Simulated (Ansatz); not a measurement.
A made-up structure of B2H2ClF, closed shell:

```
6
angstrom
B -0.3956 0.8027 -0.0013
B 0.4933 -0.6124 0.0791
F 1.7152 -0.7511 0.5504
Cl -0.3102 -2.0580 -0.5374
H -0.3716 1.4951 -0.9760
H -0.6533 -3.1947 -1.1367
```

It is relaxed with PBE-D4/def2-SVP and then PBE0-D4/def2-TZVP (Ansatz 0.2.0). Atoms count as bonded within 1.22 times the sum of their covalent radii (H–H: 0.88 Å). The end point is not checked to be a true minimum.

Question: Does its bonding change? (Judge from chemistry; the calculation decides.)

Answer: The calculation gives: Yes. Formed: B1–Cl4; broken: B2–Cl4.

Where it ends: The first stage lowers the energy by 2.61 eV in 24 steps. It ends as B₂H₂ClF ([F][B][BH][ClH]):
B1  (-0.113, -0.149, -0.449)
B2  (1.098, -0.360, 0.448)
F3  (2.150, -0.527, 1.168)
Cl4  (-0.404, -1.660, -1.484)
H5  (-0.834, 0.763, -0.679)
H6  (-1.419, -2.385, -1.027)
(Å)

Labels in which every atom is bracketed show which atoms are joined, not bond orders.

For scale, one of the runs: PBE0-D4/def2-TZVP relaxation, 142 basis functions, launched by `ansatz run in.yaml --threads 2 --pin off --events-out ev --progress --plain --max-ram 4352MiB`. Hardware: 2 CPU threads of an Intel Xeon Platinum 8375C, shared host. Wall time about 21 s.
